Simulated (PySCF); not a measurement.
Compounds:

A. `InChI=1S/C2H5F3OSi/c1-2-6-7(3,4)5/h2H2,1H3`
B. `InChI=1S/C4H11NSi/c1-4(2)6-5-3/h4H,3,6H2,1-2H3`
C. `CO/C=C/[C@@H]1C[SiH2]1`

Spectrum 1. ¹³C{¹H} NMR (computed): δ 171.0 (CH2), 20.6 (CH3), 19.9 (CH).

Spectrum 2. ¹³C{¹H} NMR (computed): δ 64.5 (CH2), 19.7 (CH3).

Spectrum 3. ¹³C{¹H} NMR (computed): δ 150.4 (CH), 108.7 (CH), 55.2 (CH3), 8.3 (CH), 3.8 (CH2).

- shieldings: GIAO PBE0/pcSseg-1
- structure optimised with GFN2-xTB
- code: PySCF 2.14.0 with density-fitted response routines
- non-relativistic Hamiltonian, equivalent nuclei averaged, isolated molecule, a single conformation

Referencing at the same level of theory: ¹³C (186.93 ppm) against TMS. Splittings of carbon signals by F and P are missing where no couplings were computed. Shifts are as computed. Against solution values, carbons near 30 ppm lie about +3 ppm off and those near 130 ppm about +5 ppm. Of 1309 compounds with measured shifts, 239 miss one by over three times the rms of a fit or turn the order of signals round; such compounds aren't used in these exercises.

Question: Which spectrum belongs to which compound?

Answer: 1–B, 2–A, 3–C.

- Spectrum 1 (B): 3 ¹³C signals; δC 20.6 is a methyl carbon; δC 171.0 is a C=N carbon.
- Spectrum 2 (A): 2 ¹³C signals; δC 64.5 is an sp3 CH2 bonded to O; δC 19.7 is a methyl carbon.
- Spectrum 3 (C): 5 ¹³C signals; δC 150.4 is an alkene carbon bearing oxygen; δC 108.7 is a β carbon of an enol-ether or enamine type C=C.
